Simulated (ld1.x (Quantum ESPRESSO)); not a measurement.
Varying the TM potential for mercury (Hg)

Base potential:

ld1.x (Quantum ESPRESSO) 7.5 input, shortened:

```
&input
   title='Hg', zed=80., rel=0, dft='PBE', iswitch=3,
   config='[Xe] 4f14 5d10 6s1.75 6p0'
 /
 &inputp
   pseudotype=2, tm=.true., lloc=0,
   nlcc=.true., rcore=0.75
 /
3
5P  2  1   6.00   0.00  1.80  1.80  0.0
5D  3  2  10.00   0.00  1.35  1.35  0.0
5S  1  0   2.00   0.00  1.20  1.20  0.0
 &test
   configts(1)='5s2 5p6 5d10 6s1.75 6p0'
 /
```

Occupied shells without a wave of their own: 6s. They enter only through the test configuration that unscreens the potential, and ld1.x also counts them in the model core charge.

All-electron outer shells of the reference configuration (PBE, non-relativistic, ld1.x):

```json
{"shell": "4f", "level (eV)": "-113.34", "outermost node (bohr)": "–", "outermost maximum (bohr)": "0.36"}
{"shell": "5s", "level (eV)": "-94.93", "outermost node (bohr)": "0.52", "outermost maximum (bohr)": "0.91"}
{"shell": "5p", "level (eV)": "-63.32", "outermost node (bohr)": "0.53", "outermost maximum (bohr)": "0.97"}
{"shell": "5d", "level (eV)": "-14.07", "outermost node (bohr)": "0.55", "outermost maximum (bohr)": "1.15"}
{"shell": "6s", "level (eV)": "-6.93", "outermost node (bohr)": "1.20", "outermost maximum (bohr)": "2.50"}
{"shell": "6p", "level (eV)": "-2.68", "outermost node (bohr)": "1.33", "outermost maximum (bohr)": "3.30"}
```

Cutoffs, loose and tight: the cutoffs (Ry, on a coarse ladder) from which the occupation-weighted sum of valence levels, in a spherical-Bessel basis at the reference potential, stays within 10 and 1 mRy of its value at 400 Ry. They do not see the model core or the augmentation charge, which bear on the density cutoff. Test errors are all-electron minus pseudo excitation energies from the reference, over the configurations 5s2 5p6 5d10 6s2 6p0; 5s2 5p6 5d10 6s1 6p0; 5s2 5p6 5d10 6s0 6p0; 5s2 5p6 5d10 6s0 6p2; 5s2 5p6 5d10 6s1 6p1; 5s2 5p5 5d10 6s2 6p0; 5s2 5p6 5d10 6s0 6p1. A dash means not determined; rows that change the core or the reference have their own tests. The largest error is taken over the tests solved by every variant that gives reliable tests at all: 5s2 5p5 5d10 6s2 6p0; 5s2 5p6 5d10 6s0 6p0; 5s2 5p6 5d10 6s1 6p0; 5s2 5p6 5d10 6s2 6p0.

With those shells counted twice in exchange and correlation these files are broken, and their errors move erratically; no question is asked of them.

A true bound ghost makes a file unfit for plane-wave use even where its test errors are small: the radial tests pick states by their node count and pass the ghost by. Where a test does run into it, the solver fails or the error is huge.

Cutoffs are not given where the Bessel-basis levels miss the radial ones by over 6 mRy, ghosts where they miss by over 20 mRy; a channel whose overlap is not positive is not tested.

| change | outcome | cutoff, loose | cutoff, tight | bound ghosts | largest test error (meV) |
| --- | --- | --- | --- | --- | --- |
| base | generated, misses its reference levels by 0.25 eV | 110 Ry | 180 Ry | d | -934 |
| all radii but the core radius scaled by about 0.80 (s 0.96, p 1.44, d 1.08 bohr) | generated | 160 Ry | 230 Ry | d | -573 |
| all radii but the core radius scaled by about 0.88 (s 1.06, p 1.58, d 1.18 bohr) | generated | 120 Ry | 230 Ry | d, p | -574 |
| all radii but the core radius scaled by about 1.10 (s 1.32, p 1.98, d 1.48 bohr) | generated, misses its reference levels by 0.47 eV | 90 Ry | 160 Ry | d | -1520 |
| all radii but the core radius scaled by about 1.20 (s 1.44, p 2.14, d 1.62 bohr) | generated, misses its reference levels by 1.07 eV | 80 Ry | 140 Ry | d | -3075 |
| all radii but the core radius scaled by about 1.25 (s 1.50, p 2.24, d 1.68 bohr) | generated, misses its reference levels by 1.31 eV | 80 Ry | 120 Ry | none | -3684 |
| all radii but the core radius scaled by about 1.37 (s 1.64, p 2.46, d 1.86 bohr) | generated, misses its reference levels by 2.82 eV | – | – | none | -7454 |

Reading the sweep of the scale of all radii but the core radius (base = 1) (base included, trends over the rows without a ghost): Bound ghosts are found at 0.8, 0.88, 1, 1.1, 1.2.
